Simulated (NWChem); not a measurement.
System: C$_{2}$H$_{3}$ClCuN; SMILES C[N+]#[C-]->[Cu][Cl]

Input file for NWChem:

```
start job
memory heap 200 mb stack 900 mb global 1100 mb
geometry units angstroms noautosym noautoz
  Cu     0.168281     0.218420    -0.296430
  Cl     1.017331     1.318630    -1.787175
  C     -1.635007    -2.120204     2.874951
  N     -1.058463    -1.371781     1.860088
  C     -0.574279    -0.744852     1.008852
  H     -1.564313    -1.571530     3.815711
  H     -1.109179    -3.072050     2.967640
  H     -2.684343    -2.304890     2.638603
end
basis spherical
  * library def2-svp
end
dft
  xc xpbe96 cpbe96
  disp vdw 4
  iterations 150
end
driver
  maxiter 120
end
task dft optimize
```

Parts of the log:

```
             Northwest Computational Chemistry Package (NWChem) 7.3.0
             --------------------------------------------------------

                             Geometry "geometry" -> ""
                             -------------------------

 Output coordinates in angstroms (scale by  1.889725989 to convert to a.u.)

  No.       Tag          Charge          X              Y              Z
 ---- ---------------- ---------- -------------- -------------- --------------
    1 Cu                  29.0000     0.22486947     0.29180799    -0.39594387
    2 Cl                  17.0000     1.07391947     1.39201799    -1.88668887
    3 C                    6.0000    -1.57841853    -2.04681601     2.77543713
    4 N                    7.0000    -1.00187453    -1.29839301     1.76057413
    5 C                    6.0000    -0.51769053    -0.67146401     0.90933813
    6 H                    1.0000    -1.50772453    -1.49814201     3.71619713
    7 H                    1.0000    -1.05259053    -2.99866201     2.86812613
    8 H                    1.0000    -2.62775453    -2.23150201     2.53908913

 Effective nuclear repulsion energy (a.u.)     346.8724465882

  pbe96 is a nonlocal functional; adding pw91lda local functional.

                           NWChem Geometry Optimization
                           ----------------------------

 maximum gradient threshold         (gmax) =   0.000450
 rms gradient threshold             (grms) =   0.000300
 maximum cartesian step threshold   (xmax) =   0.001800
 rms cartesian step threshold       (xrms) =   0.001200
 fixed trust radius                (trust) =   0.300000
 source of zmatrix                         =

          -------------------
          Energy Minimization
          -------------------

 Using diagonal initial Hessian

          --------
          Step   0

                                 NWChem DFT Module
                                 -----------------

 Summary of "ao basis" -> "ao basis" (spherical)
 ------------------------------------------------------------------------------
       Tag                 Description            Shells   Functions and Types
 ---------------- ------------------------------  ------  ---------------------
 Cu                         def2-svp                11       31   5s3p2d1f
 Cl                         def2-svp                 8       18   4s3p1d
 C                          def2-svp                 6       14   3s2p1d
 N                          def2-svp                 6       14   3s2p1d
 H                          def2-svp                 3        5   2s1p

            General Information
            -------------------
          SCF calculation type: DFT
          Wavefunction type:  closed shell.
          No. of atoms     :     8
          No. of electrons :    68
           Alpha electrons :    34
            Beta electrons :    34
          Charge           :     0
          Spin multiplicity:     1
          Use of symmetry is: off; symmetry adaption is: off
          Maximum number of iterations: 150
          AO basis - number of functions:   106
                     number of shells:    46
          Convergence on energy requested:  1.00D-06
          Convergence on density requested:  1.00D-05
          Convergence on gradient requested:  5.00D-04

              XC Information
              --------------
          PerdewBurkeErnzerhof Exchange Functional  1.000
            Perdew 1991 LDA Correlation Functional  1.000 local
           PerdewBurkeErnz. Correlation Functional  1.000 non-local

             Grid Information
             ----------------
          Grid used for XC integration:  medium
          Radial quadrature: Mura-Knowles
          Angular quadrature: Lebedev.
          Tag              B.-S. Rad. Rad. Pts. Rad. Cut. Ang. Pts.
          ---              ---------- --------- --------- ---------
          Cu                  1.35      112          12.0       590
          Cl                  1.00       88          14.0       590
          C                   0.70       49          13.0       434
          N                   0.65       49          12.0       434
          H                   0.35       45          14.0       434
          Grid pruning is: on
          Number of quadrature shells:   482
          Spatial weights used:  Erf1

           DFT-D3BJ Model
          s6 scale factor  :        1.000000000000
          s8 scale factor  :        0.787500000000
          a1 parameter     :        0.428900000000
          a2 parameter     :        4.440700000000
              vdW contrib  :       -0.005715351448

      Superposition of Atomic Density Guess
      -------------------------------------

 Sum of atomic energies:       -2229.00038484

      Non-variational initial energy
      ------------------------------

 Total energy =   -2230.904938
 1-e energy   =   -3783.684030
 2-e energy   =    1205.906645
 HOMO         =      -0.399443
 LUMO         =      -0.003149

   convergence    iter        energy       DeltaE   RMS-Dens  Diis-err
 ---------------- ----- ----------------- --------- --------- ---------
 d= 0,ls=0.0,diis     1  -2232.2197465209 -2.58D+03  2.28D-01  2.41D+00
 d= 0,ls=0.0,diis     2  -2195.7693334081  3.65D+01  2.27D-01  1.40D+02
 d= 0,ls=0.0,diis     3  -2232.3428549426 -3.66D+01  1.40D-02  9.09D-01
 d= 0,ls=0.0,diis     4  -2232.3551174380 -1.23D-02  5.39D-03  8.32D-01
 d= 0,ls=0.0,diis     5  -2232.4562098749 -1.01D-01  2.43D-03  8.10D-02
  Resetting Diis
 d= 0,ls=0.0,diis     6  -2232.4619264606 -5.72D-03  7.28D-04  3.25D-02
 d= 0,ls=0.0,diis     7  -2232.4637081053 -1.78D-03  3.71D-03  2.22D-02
 d= 0,ls=0.0,diis     8  -2232.4345392221  2.92D-02  3.22D-03  3.76D-01
 d= 0,ls=0.0,diis     9  -2232.4652546045 -3.07D-02  2.26D-04  1.55D-03
 d= 0,ls=0.0,diis    10  -2232.4654011529 -1.47D-04  7.65D-05  1.84D-04
 d= 0,ls=0.0,diis    11  -2232.4654132816 -1.21D-05  3.52D-05  4.91D-05
 d= 0,ls=0.0,diis    12  -2232.4654186146 -5.33D-06  5.89D-06  9.41D-07
 d= 0,ls=0.0,diis    13  -2232.4654186885 -7.39D-08  2.78D-06  1.22D-07

         Total DFT energy =    -2232.465418688499
      One electron energy =    -3790.281336438965
           Coulomb energy =     1324.563031963197
    Exchange-Corr. energy =     -113.613845449501
 Nuclear repulsion energy =      346.872446588218

    Dispersion correction =       -0.005715351448

 Numeric. integr. density =       68.000001798224

                       DFT Final Molecular Orbital Analysis
                       ------------------------------------

 Vector   32  Occ=2.000000D+00  E=-2.098817D-01
              MO Center=  3.7D-01,  4.8D-01, -6.5D-01, r^2= 1.7D+00
   Bfn.  Coefficient  Atom+Function         Bfn.  Coefficient  Atom+Function
  ----- ------------  ---------------      ----- ------------  ---------------
     4      0.475414  1 Cu s                 16      0.443117  1 Cu d -1
    18     -0.341977  1 Cu d  1              15     -0.252382  1 Cu d -2
     3     -0.224676  1 Cu s                 17     -0.196014  1 Cu d  0
    44      0.176791  2 Cl pz                21      0.150215  1 Cu d -1
    41      0.139359  2 Cl pz                43     -0.130602  2 Cl py

[...]

      ----------------------
      Optimization converged
      ----------------------

  Step       Energy      Delta E   Gmax     Grms     Xrms     Xmax
  ---- ---------------- -------- -------- -------- -------- --------
@   16   -2232.46853691  4.7D-08  0.00011  0.00004  0.00043  0.00079
                                     ok       ok       ok       ok

                         Geometry "geometry" -> "geometry"
                         ---------------------------------

 Output coordinates in angstroms (scale by  1.889725989 to convert to a.u.)

  No.       Tag          Charge          X              Y              Z
 ---- ---------------- ---------- -------------- -------------- --------------
    1 Cu                  29.0000     0.23877120     0.30751027    -0.41796931
    2 Cl                  17.0000     1.10874182     1.44340209    -1.95431275
    3 C                    6.0000    -1.58701183    -2.05770825     2.79025848
    4 N                    7.0000    -0.99850633    -1.29946179     1.75939730
    5 C                    6.0000    -0.50598486    -0.66114798     0.89378482
    6 H                    1.0000    -1.52346546    -1.51136693     3.75350926
    7 H                    1.0000    -1.06477001    -3.03019461     2.89915502
    8 H                    1.0000    -2.65503877    -2.25218591     2.56230625

 Effective nuclear repulsion energy (a.u.)     340.4221115309

 ==============================================================================
                                internuclear distances
 ------------------------------------------------------------------------------
       center one      |      center two      | atomic units |  angstroms
 ------------------------------------------------------------------------------
    2 Cl               |   1 Cu               |     3.96728  |     2.09939
    4 N                |   3 C                |     2.66173  |     1.40853
    5 C                |   1 Cu               |     3.38765  |     1.79267
    5 C                |   4 N                |     2.23540  |     1.18292
    6 H                |   3 C                |     2.09613  |     1.10922
    7 H                |   3 C                |     2.09608  |     1.10920
    8 H                |   3 C                |     2.09620  |     1.10926
 ------------------------------------------------------------------------------
                         number of included internuclear distances:          7
 ==============================================================================
```

Level: PBE-D3(BJ)/def2-SVP. No frequency run checked for a minimum.
